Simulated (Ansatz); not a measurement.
## Energy profile

The step: SiNH₅ ([NH2][SiH3]) + HF + HF → SiNH₄F ([NH2][SiH2][F]) + HF + H₂; bonds formed: Si1–F7, H2–H8, H6–F9; bonds broken: Si1–H2, H6–F7, H8–F9 (atoms numbered as in the saddle structure below).

Si1  (-0.331, -0.676, 0.089)
H2  (1.152, -0.364, 0.796)
H3  (-0.087, -1.597, -1.040)
H4  (-0.474, -1.585, 1.274)
N5  (-1.679, 0.305, 0.352)
H6  (1.329, 0.933, -0.997)
F7  (0.221, 0.715, -1.176)
H8  (1.747, 0.143, 0.282)
F9  (2.340, 0.889, -0.499)
H10  (-2.301, 0.128, 1.121)
H11  (-1.917, 1.109, -0.201)
(Å)

Electronic energies by CCSD(T) at an estimated basis limit (MP2 extrapolated from triple and quadruple zeta, plus CCSD(T) − MP2 in triple zeta), on PBE0-D4/def2-TZVP structures; SiNH₇F₂, singlet; no counterpoise correction. Computed with Ansatz 0.2.0 (basis: def2-TZVPP and def2-QZVPP); correlated methods freeze the cores. Extrapolation: Hartree–Fock as exp(−7.88 √X), correlation as X^−2.97.

(1) Give the profile in kcal/mol, counted from the separated reactants. (Judge from chemistry; the value comes from the calculation.)

No T1 diagnostic of these runs exceeds 0.012.

Results:

(1) The calculation gives:
```csv
point,kcal/mol
"separated: SiNH₅ (linked as [NH2][SiH3]; Si1, H2, H3, H4, N5, H10, H11; singlet) + HF (H6, F7; singlet) + HF (H8, F9; singlet)",0.00
start structure,-10.73
saddle,17.67
end structure,-39.86
"separated: SiNH₄F (linked as [NH2][SiH2][F]; Si1, H3, H4, N5, F7, H10, H11; singlet) + H₂ (H2, H8; singlet) + HF (H6, F9; singlet)",-33.01
```

For scale, one of the runs: CCSD(T)/def2-TZVPP, 233 basis functions, launched by `ansatz run in.yaml --threads 4 --pin off --events-out ev --progress --plain --max-ram 9574MiB`. Time: 110 s of wall clock on 4 CPU threads of an Arm Neoverse V2; the host was shared. Peak host memory: 4.3 GiB.
